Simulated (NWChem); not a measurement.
**Polarisability of OPb**

```xyz
2

Pb     0.0000     0.0000     0.1746
O      0.0000     0.0000    -1.7900
```
Charge 0, spin multiplicity 1.

Program: NWChem. Structure: optimised with PBE/def2-SVP with def2 effective core potentials on Pb, a minimum by its harmonic frequencies.

Basis set: def2-SVPD. Static limit.

Effective core potentials replace the inner electrons of Pb; spin-orbit coupling is left out. The correlated methods keep 5 core orbitals frozen. B3LYP has NWChem's definition, with VWN1-RPA local correlation. The structure started from a generated list of species. Coupled-cluster values serve here as a point of comparison, not as the truth.

```csv
method,isotropic polarisability (bohr³)
HF,41.41
PBE,(withheld)
B3LYP,(withheld)
BHandHLYP,(withheld)
CCSD linear response,49.19
```

Question: Complete the blanks.

Answer: 
- PBE, isotropic polarisability (bohr³): 45.39
- B3LYP, isotropic polarisability (bohr³): 44.14
- BHandHLYP, isotropic polarisability (bohr³): 42.39
